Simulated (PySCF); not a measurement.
**CdP⁺: energy against distance**

Set-up: basis Cd def2-SVPD with ECP28, P def2-SVPD; scalar-relativistic core potentials; PySCF 2.14. Energies in eV from Cd⁺ + P in their ground configurations at the same level. All curves are PBE0. state 1: ³Σ⁻ (triplet), unpaired electrons π ↑↑; state 2: Ms = 0 determinant of mixed spin (⟨S²⟩ near 1.0), unpaired electrons π ↑↓, a mixture of terms (⟨Lz²⟩ = 2.0), a second solution, started from another occupation; state 3: ⁵Σ⁻ (quintet), unpaired electrons σ ↑↑, π ↑↑, a second solution, started from another occupation; state 4: singlet, one real π or δ orbital doubly filled, a mixture of terms (⟨Lz²⟩ = 2.0), a second solution, started from another occupation.

```json
{"R (Å)": "2.159", "state 1": "-1.137", "state 2": "-0.772", "state 3": "1.4473", "state 4": "0.3806"}
{"R (Å)": "2.259", "state 1": "-1.483", "state 2": "-1.112", "state 3": "0.9288", "state 4": "0.0614"}
{"R (Å)": "2.359", "state 1": "-1.667", "state 2": "-1.289", "state 3": "0.5593", "state 4": "-0.0959"}
{"R (Å)": "2.435", "state 1": "-1.729", "state 2": "-1.346", "state 3": "0.3533", "state 4": "-0.1382"}
{"R (Å)": "2.510", "state 1": "-1.744", "state 2": "-1.354", "state 3": "0.1932", "state 4": "-0.1336"}
{"R (Å)": "2.585", "state 1": "-1.724", "state 2": "-1.328", "state 3": "0.0690", "state 4": "-0.0941"}
{"R (Å)": "2.686", "state 1": "-1.661", "state 2": "-1.253", "state 3": "-0.0534", "state 4": "-0.0035"}
{"R (Å)": "2.811", "state 1": "-1.546", "state 2": "-1.119", "state 3": "-0.1552", "state 4": "0.1481"}
{"R (Å)": "2.962", "state 1": "-1.385", "state 2": "-0.927", "state 3": "-0.2252", "state 4": "0.3579"}
{"R (Å)": "3.163", "state 1": "-1.173", "state 2": "-0.656", "state 3": "-0.2622", "state 4": "0.6476"}
```

Question: Put a parabola through the three lowest points of the state 1 curve and estimate Re, k and ωe (reduced mass 24.35 u; 1 eV/Å² = 0.16022 mdyn/Å; ωe = 1302.8·√(k/μ) cm⁻¹).

Answer: Through R = 2.435, 2.51, 2.585 Å the second-order coefficient is 3.11 eV/Å², so Re ≈ 2.505 Å, k ≈ 0.997 mdyn/Å and ωe ≈ 264 cm⁻¹. A polynomial fit of higher order to the unrounded PBE0 energies gives Re = 2.501 Å, k = 1.01 mdyn/Å, ωe = 265 cm⁻¹; anharmonicity and rounding make the difference.

The higher-order fit for each curve: state 1: Re = 2.501 Å, ωe = 265 cm⁻¹, De = 1.74 eV; state 2: Re = 2.488 Å, ωe = 275 cm⁻¹, minimum 1.36 eV below the ground-state fragments; state 3: Re = 3.256 Å, ωe = 86.3 cm⁻¹, minimum 0.265 eV below the ground-state fragments; state 4: Re = 2.463 Å, ωe = 287 cm⁻¹, minimum 0.141 eV below the ground-state fragments.

⟨S²⟩ of the unrestricted solution departs from its pure value on part of the curve, where spin states mix. Spin–orbit coupling is left out. For an ion De counts to the pair picked by the measured ionisation energies or electron affinities, which need not be the lowest pair at this level. The state was picked by a PBE0 search and need not be the measured ground state.
